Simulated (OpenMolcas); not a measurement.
**OpenMolcas run: Mn²⁺**

Input:

```
&GATEWAY
Coord
1

Mn 0.0 0.0 0.0
Basis=ANO-RCC-VTZP
Group=XYZ
NoMove
AngMom=0.0 0.0 0.0
AMFI
&SEWARD
* reference wave functions (RASSCF and RASSI steps not shown): 5 electrons in 5 orbitals (3d)
>>> COPY JOB001 $Project.JobIph
&CASPT2
Multistate=1 1
Frozen=3 6
IPEA=0.25
Imaginary=0.1
MaxIter=60
WThr=0.0 0.3 0.05
PrWF=0.5
NoMix
>>> COPY JOB002 $Project.JobIph
&CASPT2
Multistate=24 1 2 3 4 5 6 7 8 9 10 11 12 13 14 15 16 17 18 19 20 21 22
23 24
Frozen=3 6
IPEA=0.25
Imaginary=0.1
MaxIter=60
WThr=0.0 0.3 0.05
PrWF=0.5
NoMix
>>> COPY JOB003 $Project.JobIph
&CASPT2
Multistate=75 1 2 3 4 5 6 7 8 9 10 11 12 13 14 15 16 17 18 19 20 21 22
23 24 25 26 27 28 29 30 31 32 33 34 35 36 37 38 39 40 41 42 43 44 45 46
47 48 49 50 51 52 53 54 55 56 57 58 59 60 61 62 63 64 65 66 67 68 69 70
71 72 73 74 75
NoMult
Frozen=3 6
IPEA=0.25
Imaginary=0.1
MaxIter=60
WThr=0.0 0.3 0.05
PrWF=0.5
NoMix
```

Launched by
```bash
OMP_NUM_THREADS=1 MOLCAS_MEM=1689 MOLCAS_PROJECT=a pymolcas a.inp > a.log  # once for each step of the input, in one work folder
```

Output, cut to the results:

```
--- CASPT2 ---
Orbital specifications:
      -----------------------

      Symmetry species                           1   2
                                                ag  au
      Frozen orbitals                            3   6
      Inactive orbitals                          0   0
      Active orbitals                            5   0
      Secondary orbitals                        22  23
      Deleted orbitals                           0   0
      Number of basis functions                 30  29
Type of calculation                        SS-CASPT2
      Fock operator                              state-specific
      IPEA shift                                 0.25
      Real shift                                 0.00
      Imaginary shift                            0.10
      The input orbitals will be transformed to quasi-canonical
Reference energy:       -1156.6077957031
      E2 (Non-variational):      -0.0789099604
      Shift correction:          -0.0000532283
      E2 (Variational):          -0.0789631887
      Total energy:           -1156.6867588918
      Residual norm:              0.0000000000
      Reference weight:           0.98393
      Contributions to the CASPT2 correlation energy
      Active & Virtual Only:         -0.0789099604
      One Inactive Excited:           0.0000000000
      Two Inactive Excited:           0.0000000000
::    CASPT2 Root  1     Total energy:  -1156.68675889
--- CASPT2 ---
Orbital specifications:
      -----------------------

      Symmetry species                           1   2
                                                ag  au
      Frozen orbitals                            3   6
      Inactive orbitals                          0   0
      Active orbitals                            5   0
      Secondary orbitals                        22  23
      Deleted orbitals                           0   0
      Number of basis functions                 30  29
Type of calculation                        MS-CASPT2
      Fock operator                              state-specific
      IPEA shift                                 0.25
      Real shift                                 0.00
      Imaginary shift                            0.10
      The input orbitals will be transformed to quasi-canonical
Reference energy:       -1156.4611216652
      E2 (Non-variational):      -0.0900880965
      Shift correction:          -0.0000758145
      E2 (Variational):          -0.0901639110
      Total energy:           -1156.5512855762
      Residual norm:              0.0000003057
      Reference weight:           0.98007
      Contributions to the CASPT2 correlation energy
      Active & Virtual Only:         -0.0900880965
      One Inactive Excited:           0.0000000000
      Two Inactive Excited:           0.0000000000
Reference energy:       -1156.4611216652
      E2 (Non-variational):      -0.0900769921
      Shift correction:          -0.0000740933
      E2 (Variational):          -0.0901510855
      Total energy:           -1156.5512727507
      Residual norm:              0.0000002061
      Reference weight:           0.98017
      Contributions to the CASPT2 correlation energy
      Active & Virtual Only:         -0.0900769921
      One Inactive Excited:           0.0000000000
      Two Inactive Excited:           0.0000000000
::    CASPT2 Root  1     Total energy:  -1156.55128558
::    CASPT2 Root  2     Total energy:  -1156.55127275
::    CASPT2 Root  3     Total energy:  -1156.55131204
::    CASPT2 Root  4     Total energy:  -1156.55123999
::    CASPT2 Root  5     Total energy:  -1156.55126808
::    CASPT2 Root  6     Total energy:  -1156.55130491
::    CASPT2 Root  7     Total energy:  -1156.55132538
::    CASPT2 Root  8     Total energy:  -1156.55129992
::    CASPT2 Root  9     Total energy:  -1156.55129152
::    CASPT2 Root 10     Total energy:  -1156.54059367
::    CASPT2 Root 11     Total energy:  -1156.54058288
::    CASPT2 Root 12     Total energy:  -1156.54057249
::    CASPT2 Root 13     Total energy:  -1156.52324169
::    CASPT2 Root 14     Total energy:  -1156.52318439
::    CASPT2 Root 15     Total energy:  -1156.52322452
::    CASPT2 Root 16     Total energy:  -1156.52323725
::    CASPT2 Root 17     Total energy:  -1156.52322123
::    CASPT2 Root 18     Total energy:  -1156.46894064
::    CASPT2 Root 19     Total energy:  -1156.46932433
::    CASPT2 Root 20     Total energy:  -1156.46883460
::    CASPT2 Root 21     Total energy:  -1156.46867768
::    CASPT2 Root 22     Total energy:  -1156.46887773
::    CASPT2 Root 23     Total energy:  -1156.46890517
::    CASPT2 Root 24     Total energy:  -1156.46890735
::    MS-CASPT2 Root  1     Total energy:  -1156.55178130
::    MS-CASPT2 Root  2     Total energy:  -1156.55156101
::    MS-CASPT2 Root  3     Total energy:  -1156.55148614
::    MS-CASPT2 Root  4     Total energy:  -1156.55138835
::    MS-CASPT2 Root  5     Total energy:  -1156.55121407
::    MS-CASPT2 Root  6     Total energy:  -1156.55117550
--- CASPT2 ---
Orbital specifications:
      -----------------------

      Symmetry species                           1   2
                                                ag  au
      Frozen orbitals                            3   6
      Inactive orbitals                          0   0
      Active orbitals                            5   0
      Secondary orbitals                        22  23
      Deleted orbitals                           0   0
      Number of basis functions                 30  29
Type of calculation                        SS-CASPT2
      Fock operator                              state-specific
      IPEA shift                                 0.25
      Real shift                                 0.00
      Imaginary shift                            0.10
      The input orbitals will be transformed to quasi-canonical
Reference energy:       -1156.3991983256
      E2 (Non-variational):      -0.0900018029
      Shift correction:          -0.0000804606
...
```

Levels above the lowest, from the spin-orbit matrix with the single-state CASPT2 energies, averaged by term, on its diagonal:

| Configuration | Term | J | E (cm-1) | Measured (cm-1) | g | Term weight % | Second |
| --- | --- | --- | --- | --- | --- | --- | --- |
| 3d5 | 6S | 5/2 | 0.0 | 0.0 | 2.002 | 100 |  |
| 3d5 | 4G | 5/2 | 29710 |  | 0.571 | 100 |  |
| 3d5 | 4G | 7/2 | 29730 | 26860 | 0.984 | 100 |  |
| 3d5 | 4G | 11/2 | 29730 | 26824 | 1.273 | 100 |  |
| 3d5 | 4G | 9/2 | 29740 |  | 1.172 | 100 |  |
| 3d5 | 4P | 5/2 | 32010 | 29168 | 1.597 | 98 |  |
| 3d5 | 4P | 3/2 | 32040 |  | 1.728 | 99 |  |
| 3d5 | 4P | 1/2 | 32070 |  | 2.659 | 100 |  |
| 3d5 | 4D | 7/2 | 35880 | 32307 | 1.429 | 100 |  |
| 3d5 | 4D | 1/2 | 35920 | 32369 | 0.009 | 100 |  |
| 3d5 | 4D | 3/2 | 35950 |  | 1.207 | 99 |  |
| 3d5 | 4D | 5/2 | 35950 | 32384 | 1.376 | 98 |  |
| 3d5 | 2I | 11/2 | 43280 | 39174 | 0.924 | 99 |  |
| 3d5 | 2I | 13/2 | 43320 | 39176 | 1.077 | 100 |  |
| 3d5 | 2D(1) | 5/2 | 45660 | 41238 | 1.115 | 74 | 25 2F(1) |
| 3d5 | 2D(1) | 3/2 | 46030 | 41570 | 0.782 | 96 | 4 4F |
| 3d5 | 2F(1) | 7/2 | 47020 | 42606 | 1.143 | 99 |  |
| 3d5 | 2F(1) | 5/2 | 47460 | 43105 | 0.943 | 70 | 20 2D(1) |
| 3d5 | 4F | 9/2 | 47800 | 43573 | 1.333 | 99 |  |
| 3d5 | 4F | 7/2 | 47820 | 43602 | 1.238 | 99 |  |
| 3d5 | 4F | 5/2 | 47890 | 43669 | 1.030 | 88 | 6 2D(1) |
| 3d5 | 4F | 3/2 | 47910 | 43675 | 0.417 | 96 | 4 2D(1) |
| 3d5 | 2H | 9/2 | 51160 | 46516 | 0.917 | 96 | 4 2G(1) |
| 3d5 | 2H | 11/2 | 51300 | 46671 | 1.090 | 99 |  |

Against the 18 measured excited levels shown (Corliss and Sugar, J. Phys. Chem. Ref. Data 6, 1253 (1977)) the mean absolute deviation is 4000 cm-1; the largest miss in energy is 3d5 2H 9/2: computed 51160, measured 46516 cm-1 (+10.0 %).

Term energies are means over components that CASPT2 splits; among the terms shown or strongly mixed into the levels shown the widest spread is 140 cm-1 (3d5 4F). Measured partners are found by configuration, term and J. A level has none where our copy of the source lacks it or the pairing is in doubt (some pairs that miss far off the trend of their configuration count as doubtful), and it then counts in no deviation. Only configurations of the active space appear. The table shows the lowest 24 of 37 levels.

The term weight is that of the spin-free term in the level, not the purity of its configuration. A number in round brackets counts repeated terms of one configuration in the order of the reference energies.
